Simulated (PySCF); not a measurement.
C₄H₇NSi.
Geometry (PBE0-D3(BJ)/def2-SVP, Å), atoms numbered from 1 in this order:
```
atom  x, y, z in Å
C1    -0.8272    2.8949    0.1433
C2    -0.4934    1.7278    0.2284
Si3   -0.0121   -0.0390    0.3765
C4    -1.5295   -1.1211    0.3279
N5     0.9987   -0.4263   -1.0102
C6     2.2039   -0.7899   -0.9291
H7    -1.1198    3.9270    0.0639
H8     0.7457   -0.2130    1.6606
H9    -2.0260   -1.0243   -0.6491
H10   -1.2591   -2.1776    0.4786
H11   -2.2414   -0.8271    1.1139
H12    2.7709   -0.8920    0.0230
H13    2.7789   -1.0363   -1.8421
```

Level: wB97X-D/def2-SVPD in PySCF, non-relativistic, on one gas-phase PBE0-D3(BJ)/def2-SVP geometry that isn't relaxed in the solvent. The solvent is an IEF-PCM continuum (van der Waals radii × 1.2), and excitations are vertical TDDFT with non-equilibrium linear response and a frozen core. Only the electrostatic response of the medium enters.

```csv
run,E − E(gas) (kJ/mol),HOMO (eV),HOMO–LUMO gap (eV),dipole (D),lowest singlet (eV),static polarisability (au)
gas,0.00,-9.03,9.90,0.94,4.14,80.4
P,-18.80,-9.11,10.00,1.36,4.24,101.1
Q,-22.95,-9.14,10.02,1.48,4.27,106.0
```

The runs were made in methanol and tetrahydrofuran. Which run belongs to which solvent?

P = tetrahydrofuran, Q = methanol. The dielectric constants are 7.426 (tetrahydrofuran), 32.61 (methanol), and the energy falls further as ε rises. The optical constants n² used for the excitations are 1.97, 1.77 in the same order. In this model the ground state sees the solvent through ε alone.

How constant is the ratio of the lowering to (ε − 1)/(2ε + 1)?

```tsv
solvent	(ε − 1)/(2ε + 1)	E − E(gas) (kJ/mol)	ratio (kJ/mol)	polarisation term (kJ/mol)
tetrahydrofuran	0.405	-18.80	-46.4	-21.80
methanol	0.477	-22.95	-48.1	-27.57
```

The ratio changes by +3.7 % in size from tetrahydrofuran to methanol. The polarisation term is half the interaction of the solute with the induced surface charges.

Cost: about 60 s of CPU time on one thread; the machine was shared, so the figure is rough. This is the whole response run at wB97X-D/def2-SVPD in methanol, SCF included.

Note: wB97X-D ran without an empirical dispersion term, which enters the total energy and its gradient alone.
